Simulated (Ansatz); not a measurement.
Correlation energies of Al$_{3}$FH$_{5}$NO, SMILES `[NH2][AlH][AlH][O][AlH][F]` by basis set

```xyz
11

N    -0.382    1.829   -0.888
Al    0.336    1.854    0.729
Al    0.758   -0.510    1.702
O     0.283   -1.773    0.659
Al   -0.366   -2.319   -0.780
F    -0.847   -1.190   -1.893
H    -0.613    0.987   -1.397
H    -0.620    2.643   -1.433
H     0.625    3.288    1.359
H     1.377   -0.982    3.093
H    -0.551   -3.828   -1.151
```

Charge 0, multiplicity 1. The geometry is a stationary point of PBE0-D4/def2-TZVP. It is one conformer, not always the lowest. Frozen core, restricted reference, the Gaussian-basis code of Ansatz. CBS rows extrapolate triple and quadruple zeta; past MP2 they add the triple-zeta difference.

```tsv
basis	HF (Eh)	MP2 corr.	CCSD corr.	(T)	CCSD(T) total
def2-SVP	-957.22154	-0.72305	-0.76730	-0.01665	-958.00549
def2-TZVPP	-957.77476	-0.92852	-0.96547	?	?
def2-QZVPP	?	-1.00543	–	–	–
CBS(def2)	-957.81297	?	?	as TZ	?
```

(1) Fill in the withheld values. (Estimate.)

Results:

(1) The calculation gave: def2-TZVPP (T): -0.03268; def2-TZVPP CCSD(T) total: -958.77291; def2-QZVPP HF (Eh): -957.80834; CBS(def2) MP2 corr.: -1.06241; CBS(def2) CCSD corr.: -1.09936; CBS(def2) CCSD(T) total: -958.94501.
